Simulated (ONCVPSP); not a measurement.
## Sr: one change to an ONCV potential, before and after

Sr, optimised norm-conserving Vanderbilt (ONCV), made with ONCVPSP 4.0.1 (PBE, scalar-relativistic). Core [Ar] 3d10, reference 4s2 4p6 5s0.5 (charge +1.5). Waves: 4s+5s: rc 2.35 bohr, ncon 5, nbas 9, qcut 6.3 1/bohr, 3 projectors, debl 2.6 Ha; 4p: rc 2.40 bohr, ncon 4, nbas 8, qcut 4.4 1/bohr, 1 projector; d scattering state at 0.04 Ha: rc 2.05 bohr, ncon 4, nbas 7, qcut 5.5 1/bohr, 1 projector. Local part: polynomial inside 1.70 bohr (lpopt 5, dvloc0 -1 Ha). Core correction: none.

In the d channel the program set the typed energies aside and used 0.050 Ha.

Change: reference 4s2 4p6; wave 4s+5s: rc 2.35 bohr, ncon 5, nbas 9, qcut 6.3 1/bohr, 3 projectors, debl 2.6 Ha becomes 4s: rc 2.35 bohr, ncon 5, nbas 9, qcut 6.3 1/bohr, 3 projectors, debl 2.6 Ha. In the s channel the program set the typed energies aside and used -2.011, 0.050, 2.650 Ha. In the d channel the program set the typed energies aside and used 0.050 Ha.

Cutoffs: the cutoffs (Ha) at which the residual kinetic energy of the hardest occupied pseudo-wave falls to 1 and 0.1 mHa per electron; they do not see the model core or the augmentation charge, which bear on the density cutoff. Errors are all-electron minus pseudo energies relative to the spin-unpolarised reference configuration.

**Question.** What does the change do?

**Answer.** The potential gets neither clearly harder nor softer (12 Ha and 15 Ha → 12 Ha and 15 Ha); neither file shows a bound ghost.

| quantity | base | changed |
| --- | --- | --- |
| cutoff, loose | 12 Ha | 12 Ha |
| cutoff, tight | 15 Ha | 15 Ha |
| loose cutoff by channel | s 12 Ha, p 7.5 Ha | s 12 Ha, p 7.4 Ha |
| bound ghosts | none | none |
| GHOST(+) flags under 300 eV | s at 293.4 eV | none |
| largest error over its own tests, meV | -8.6 | -9.3 |
| s: phases at 2.39 bohr within 0.05 rad from the reference energy up to (Ha; the scan ends near 5) | to the end of the scan | to the end of the scan |
| p: phases at 2.44 bohr within 0.05 rad from the reference energy up to (Ha; the scan ends near 5) | -0.0 | -0.2 |
| d: phases at 2.08 bohr within 0.05 rad from the reference energy up to (Ha; the scan ends near 5) | 2.3 | 2.2 |
